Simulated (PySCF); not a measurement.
SMILES N(C)([SiH2][SiH2][SiH3])C (C₂H₁₃NSi₃) (GFN2-xTB optimised geometry):

```
19

Si    -0.395     1.415     0.000
Si    -1.255     0.184    -1.760
Si    -0.632    -2.053    -1.879
N     -1.284    -2.956    -3.202
C     -0.784    -2.747    -4.536
C     -2.673    -3.336    -3.199
H     -0.806     0.877     1.300
H     -0.799     2.823     0.000
H      1.070     1.415     0.000
H     -0.924     0.873    -3.025
H     -2.728     0.299    -1.738
H      0.818    -2.223    -2.047
H     -1.070    -2.823    -0.707
H      0.278    -2.516    -4.495
H     -1.301    -1.924    -5.047
H     -0.923    -3.655    -5.129
H     -2.809    -4.243    -3.796
H     -2.994    -3.539    -2.180
H     -3.318    -2.553    -3.618
```

Computed with PBE0/def2-SVP run with PySCF 2.14.0.

**Question.** What are the frontier orbital energies and the dipole moment?

**Answer.** HOMO-2 -8.79 eV, HOMO-1 -8.54 eV, HOMO -6.20 eV, LUMO -0.25 eV, LUMO+1 0.20 eV; dipole moment 1.22 D.

Meta-Löwdin charges at PBE0/def2-SVP: Si1 0.22, Si2 0.04, Si3 0.51, N4 -0.41, C5 -0.19, C6 -0.19, H7 -0.08, H8 -0.07, H9 -0.08, H10 -0.06, H11 -0.06, H12 -0.10, H13 -0.10, H14 0.10, H15 0.08, H16 0.10, H17 0.10, H18 0.10, H19 0.08.
